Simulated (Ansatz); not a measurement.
The same path of a periodic cell of 17 atoms, NaAl16 (surface Al(110), adsorbate Na) was run twice with different band settings. Lost on the way: Al10–Na17. Made: Al12–Na17.

The calculation used DFT PBE, scalar-relativistic, plane waves, PAW in Ansatz. Settings: cutoff 420 eV, k mesh 3x4x1, gaussian smearing 0.15 eV, no spin polarisation.

Relaxed end points:

```xyz
17
Lattice="8.1000 0.0000 0.0000 0.0000 5.7276 0.0000 0.0000 0.0000 17.2957" Properties=species:S:1:pos:R:3
Al 2.025 1.432 1.000
Al 6.075 1.432 1.000
Al 2.025 4.296 1.000
Al 6.075 4.296 1.000
Al -0.012 -0.002 2.312
Al 4.062 -0.002 2.312
Al -0.012 2.865 2.312
Al 4.062 2.865 2.312
Al 2.025 1.432 3.829
Al 6.075 1.432 3.816
Al 2.025 4.296 3.829
Al 6.075 4.295 3.845
Al 0.020 -0.012 5.164
Al 4.030 -0.012 5.164
Al 0.021 2.876 5.163
Al 4.028 2.876 5.162
Na 6.071 1.441 7.105
```

```xyz
17
Lattice="8.1000 0.0000 0.0000 0.0000 5.7276 0.0000 0.0000 0.0000 17.2957" Properties=species:S:1:pos:R:3
Al 2.025 1.432 1.000
Al 6.075 1.432 1.000
Al 2.025 4.296 1.000
Al 6.075 4.296 1.000
Al -0.012 0.002 2.312
Al 4.062 0.002 2.312
Al -0.012 2.862 2.312
Al 4.062 2.862 2.312
Al 2.025 1.433 3.829
Al 6.075 1.431 3.845
Al 2.025 4.295 3.829
Al 6.075 4.296 3.816
Al 0.021 0.012 5.163
Al 4.028 0.012 5.162
Al 0.020 2.852 5.164
Al 4.030 2.852 5.164
Na 6.071 4.305 7.105
```

Common settings: climbing image yes; force threshold 0.05 eV/Å; end points relaxed; atoms held 1 to 4.

| run | movable images | spring | optimiser | start path | iteration limit |
| --- | --- | --- | --- | --- | --- |
| 1 | 7 | 5.0 eV/Å² | quadratic models (default) | IDPP | 30 |
| 2 | 3 | 50.0 eV/Å² | fire | default | 50 |

Problem. What does each run give, and how far can it be trusted?

Solution. Run 1: converged after 4 iterations, highest image 0.113 eV above the first end. By the program's own check the climbing image is a first-order saddle point (lowest curvatures found: -0.27 and 0.15 eV/Å²).
Run 2: converged after 12 iterations, highest image 0.112 eV above the first end. The order of the point at the top wasn't checked.
Limits of this set-up: coarse k mesh, thin slab, slab without dipole correction, a typed lattice constant that wasn't relaxed here.
